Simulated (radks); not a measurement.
All-electron atom: As3+ in [Ne] 3s2 3p5 3d10 4s2 5s1 (not the ground configuration).

Method: scalar-relativistic Kohn-Sham, r2SCAN, spin-polarised, spherical densities, finite nucleus; open shells are filled with parallel spins first; meta-GGA in the generalised Kohn-Sham scheme; Fermi nuclear charge, rms radius 4.0968 fm; computed with a radial shooting solver on a logarithmic mesh with Libxc functionals.

Energy parts (eV):
total: -61312.911
kinetic: 62499.673
electron-nucleus: -146257.286
Hartree: 24672.477
exchange-correlation: -2227.775

Orbitals (lengths in bohr, moments of r in powers of bohr; <r^-3> diverges for s and p1/2; r(max) is where P^2 peaks; r(90%) holds 90 % of the orbital's charge):
orbital,occ.,eigenvalue (eV),r(90%),<r^-3>,<r^4>,r(max)
1s up,1,-11814.25,0.0813,-,0.00002004,0.02974
1s down,1,-11813.11,0.0813,-,0.00002003,0.02974
2s up,1,-1557.661,0.313,-,0.004057,0.1698
2s down,1,-1557.347,0.313,-,0.004051,0.1699
2p up,3,-1371.602,0.289,1109,0.002969,0.1362
2p down,3,-1370.646,0.289,1108,0.002968,0.1363
3s up,1,-250.9453,0.880,-,0.2568,0.5189
3s down,1,-248.4138,0.882,-,0.2591,0.5193
3p up,3,-192.1780,0.927,157.4,0.3151,0.5178
3p down,2,-189.6979,0.930,156.7,0.3195,0.5184
3d up,5,-95.4608,1.06,18.04,0.5583,0.4723
3d down,5,-93.4360,1.06,17.99,0.5781,0.4720
4s up,1,-52.5566,2.38,-,13.96,1.454
4s down,1,-52.6063,2.39,-,13.95,1.470
5s up,1,-21.0687,5.05,-,286.6,3.472

The highest occupied level is 5s up at -21.069 eV. The density falls to 0.001 e/bohr^3 at r = 4.47 bohr. Summed over all electrons, <r^2> = 29.00 bohr^2, which gives a Langevin (diamagnetic) susceptibility term of -23 x 10^-6 cm^3/mol. The electron density at the nucleus is 3.602e+04 e/bohr^3 (large components only).
